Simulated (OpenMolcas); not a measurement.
An atom or ion with 6 electrons was computed by SS-CASPT2, IPEA 0.25 Eh, imaginary shift 0.1 Eh with spin-orbit coupling (OpenMolcas, ANO-RCC-VTZP, DKH2). The lowest levels that the run gave, each within 12 % of the measured value where one is at hand:

```csv
J,Parity,E (cm-1),g
0,even,0.0,
1,even,47.3,1.501
2,even,141,1.501
2,even,15560,1.000
0,even,35380,
```

Which ion is it, and what are the configurations and terms?

N II (Z = 7, charge +1; active space 2 electrons in 3 orbitals (2p)). J, parity and g give the terms where levels are pure, and mixed ones are named by the computed weights; the size of the splittings, set against known spectra of the 6-electron sequence, gives the charge. In order, with the measured energies in cm-1 (NIST Handbook of Basic Atomic Spectroscopic Data): 2s2 2p2 3P0, 2s2 2p2 3P1 (48.7), 2s2 2p2 3P2 (131), 2s2 2p2 1D2 (15316), 2s2 2p2 1S0 (32689).

CASPT2 breaks the degeneracy within a term, and the mean is taken; among the terms shown or strongly mixed into the levels shown the widest spread is 96 cm-1 (2s2 2p2 1D). With the s shell closed, the reference lacks s² → p² mixing. Computed and measured levels are paired by configuration, term and J; levels that our copy of the source lacks, or whose pairing is in doubt (as where it misses far off the trend of its configuration), stay unpaired and out of the deviations. Levels of configurations outside the active space are missing.
